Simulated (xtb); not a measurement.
xtb input (GFN-FF):

```bash
xtb mol.xyz --gfnff --opt tight --chrg 0 --uhf 0
```
mol.xyz:
```
17

C     -2.16785120    -1.36101202     1.20173611
O     -0.84556157    -0.89682291     1.44995381
Si    -0.03633560     0.19662295     0.57728230
Br     0.09750425    -0.52762506    -1.54909997
O     -0.81621794     1.61204152     0.59727894
C     -0.43851112     2.79160097    -0.10379916
O      1.45984396     0.37751585     1.16102073
C      2.45890034    -0.63262750     1.24486697
H     -2.23716729    -1.82087103     0.21339836
H     -2.88415753    -0.53973049     1.26797860
H     -2.40396372    -2.10532872     1.96044685
H     -0.40854263     2.60884712    -1.18027000
H      0.54028992     3.14211202     0.22948256
H     -1.18486114     3.55513395     0.10922078
H      3.35368103    -0.17737063     1.66618298
H      2.13047310    -1.44763916     1.89284670
H      2.69055413    -1.03064173     0.25440863
```

End of the output:

```
         :::::::::::::::::::::::::::::::::::::::::::::::::::::
         ::                     SUMMARY                     ::
         :::::::::::::::::::::::::::::::::::::::::::::::::::::
         :: total energy              -2.235229946935 Eh    ::
         :: gradient norm              0.000388543507 Eh/a0 ::
         ::.................................................::
         :: bond energy               -2.183098721474 Eh    ::
         :: angle energy               0.006922142590 Eh    ::
         :: torsion energy            -0.001722134485 Eh    ::
         :: repulsion energy           0.122652845631 Eh    ::
         :: electrostat energy        -0.168186476614 Eh    ::
         :: dispersion energy         -0.010120961157 Eh    ::
         :: HB energy                  0.000000000000 Eh    ::
         :: XB energy                  0.000000000000 Eh    ::
         :: bonded atm energy         -0.001676641426 Eh    ::
         :: external energy            0.000000000000 Eh    ::
         :: add. restraining           0.000000000000 Eh    ::
         :: total charge              -0.000000000000 e     ::
         :::::::::::::::::::::::::::::::::::::::::::::::::::::

           -------------------------------------------------
          |                Property Printout                |
           -------------------------------------------------

molecular dipole:
                 x           y           z       tot (Debye)
Note: The following floating-point exceptions are signalling: IEEE_UNDERFLOW_FLAG IEEE_DENORMAL
normal termination of xtb
 q only:        0.002      -0.004       0.004       0.015
           -------------------------------------------------
          |                Geometry Summary                 |
           -------------------------------------------------

      molecular mass/u    :      201.0909157
   center of mass at/Å    :        0.0091291      -0.0841345      -0.2439628
  moments of inertia/u·Å² :        0.4256555E+03   0.5551401E+03   0.5562103E+03
rotational constants/cm⁻¹ :        0.3960393E-01   0.3036645E-01   0.3030802E-01

 * 16 selected distances

     #   Z          #   Z                                           value/Å
     1   6 C        2   8 O                                       1.3844443
     2   8 O        3  14 Si                                      1.6604894
     3  14 Si       4  35 Br                                      2.2281443 (max)
     3  14 Si       5   8 O                                       1.6606053
     5   8 O        6   6 C                                       1.3844256
     3  14 Si       7   8 O                                       1.6605852
     7   8 O        8   6 C                                       1.3844105
     1   6 C        9   1 H                                       1.0941038
     1   6 C       10   1 H                                       1.0946489
     1   6 C       11   1 H                                       1.0935283 (min)
     6   6 C       12   1 H                                       1.0940660
     6   6 C       13   1 H                                       1.0946125
     6   6 C       14   1 H                                       1.0935372
     8   6 C       15   1 H                                       1.0935433
     8   6 C       16   1 H                                       1.0946013
     8   6 C       17   1 H                                       1.0940495

 * 4 distinct bonds (by element types)

   Z      Z             #   av. dist./Å        max./Å        min./Å
   1 H    6 C           9     1.0940768     1.0946489     1.0935283
   6 C    8 O           3     1.3844268     1.3844443     1.3844105
   8 O   14 Si          3     1.6605599     1.6606053     1.6604894
  14 Si  35 Br          1     2.2281443     2.2281443     2.2281443

optimized geometry written to: xtbopt.xyz

           -------------------------------------------------
          | TOTAL ENERGY               -2.235229946935 Eh   |
          | GRADIENT NORM               0.000388543507 Eh/α |
           -------------------------------------------------
########################################################################
[WARNING] Runtime exception occurred
-1- gfnff_setup: Could not read topology file.
########################################################################

------------------------------------------------------------------------
------------------------------------------------------------------------
 total:
 SCF:
 ANC optimizer:
```
